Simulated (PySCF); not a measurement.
**TDDFT excited states: C8H5N**

Species: C8H5N.
InChI=1S/C8H5N/c1-3-4-5-8(2)6-7-9/h1,6H,2H3/b8-6-

Computed with PySCF, TDDFT wB97X-D/def2-SVPD, vertical, gas phase, core orbitals frozen in the response. Isolated species at its GFN2-xTB geometry, gas phase.

Problem. Predict the UV-vis stick spectrum at this level.

Solution. 

```csv
state,E (eV),E (kJ/mol),λ (nm),f,symmetry,"main configurations (H = HOMO, L = LUMO)"
S1,3.96,382,312.8,0.0000,–,H-1→L (92%)
S2,4.27,412,290.0,0.237,A′,"H→L (76%), H-1→L+1 (17%)"
S3,4.73,456,262.1,0.0000,–,"H→L+1 (88%), H-2→L+1 (9%)"
S4,5.65,545,219.4,0.440,A′,"H-2→L (40%), H-1→L+1 (30%), H→L (16%)"
S5,6.05,584,204.9,0.0000,–,H-3→L (89%)
S6,6.38,616,194.2,0.0001,–,"H-1→L+2 (46%), H-5→L (36%)"
S7,6.48,626,191.2,0.159,A′,"H-2→L (44%), H→L+2 (34%), H-1→L+1 (11%)"
S8,6.69,645,185.4,0.0000,–,"H→L+3 (27%), H-2→L+1 (24%), H→L+5 (17%)"
```

Triplets, Tamm–Dancoff:

| state | E (eV) | λ (nm) | main configurations (H = HOMO, L = LUMO) |
| --- | --- | --- | --- |
| T1 | 2.73 | 454.2 | H→L (91%) |
| T2 | 3.75 | 330.5 | H-1→L (85%) |
| T3 | 4.05 | 306.4 | H-1→L+1 (66%), H-2→L (19%), H→L+2 (9%) |

The lowest singlet comes at 313 nm (382 kJ/mol) in the ultraviolet; it is dark (f under 0.0005); its leading configuration is HOMO-1→LUMO (92%). The most intense listed level is S4 at 5.65 eV (219 nm, f = 0.440), 1.69 eV above S1. Löwdin shares by element: HOMO carbon 60% or more (atoms not listed hold the other 40%); LUMO carbon 59% or more (atoms not listed hold the other 41%). The oscillator strengths of these states sum to 0.836; summed over the whole spectrum of an exact calculation they would give the number of electrons, 60 (Thomas–Reiche–Kuhn). Orbital energies (eV): HOMO-3 -11.65, HOMO-2 -10.75, HOMO-1 -9.56, HOMO -8.95, LUMO -0.87, LUMO+1 0.68, LUMO+2 1.89. Weighted by f, the mean energy of these states is 5.42 eV. Symmetry labels in Cs follow from the direction of the transition dipole and are given only for states with f of 0.002 or more. Singlets were solved by full linear response, triplets in the Tamm–Dancoff approximation.
